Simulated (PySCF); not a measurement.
Numbering as in the mapped SMILES `[SiH3:1][SiH2:2][SiH2:3][Cl:4]`. Each H is labelled by its parent atom.

Geometry: PBE0-D3(BJ)/def2-SVP; GIAO shifts from PySCF, gas phase, non-relativistic, averaged over equivalent atoms.

At PBE0/pcSseg-1 (131 basis functions, 9.2 s wall time on 1 thread of an Arm Neoverse V2, shared host):
| atoms | δ (ppm) |
| --- | --- |
| Si3 | -15.3 |
| Si1 | -106.8 |
| Si2 | -109.1 |
| Cl4 | -92.7 |
| H(Si3) | 5.36 |
| H(Si1) | 3.72 |
| H(Si2) | 3.52 |

δ = σ(ref) − σ, references computed at the same level: ²⁹Si (351.99 ppm), ¹H (31.27 ppm) vs TMS; ³⁵Cl (943.27 ppm) against HCl.

What do these become at KT3/pcSseg-2?

Results:


| atoms | δ at KT3/pcSseg-2 | change |
| --- | --- | --- |
| Si3 | -21.4 | -6.1 |
| Si1 | -104.4 | +2.4 |
| Si2 | -107.6 | +1.5 |
| Cl4 | -67.0 | +25.7 |
| H(Si3) | 5.36 | +0.00 |
| H(Si1) | 3.64 | -0.08 |
| H(Si2) | 3.53 | +0.01 |

δ = σ(ref) − σ, references computed at the same level: TMS for ²⁹Si (σref 358.24), ¹H (σref 31.35); HCl for ³⁵Cl (σref 937.43).

The largest change is at Cl4 (chlorine bonded to Si). Cost: 270 basis functions, 33 s wall time on 1 thread of an Arm Neoverse V2, shared host.
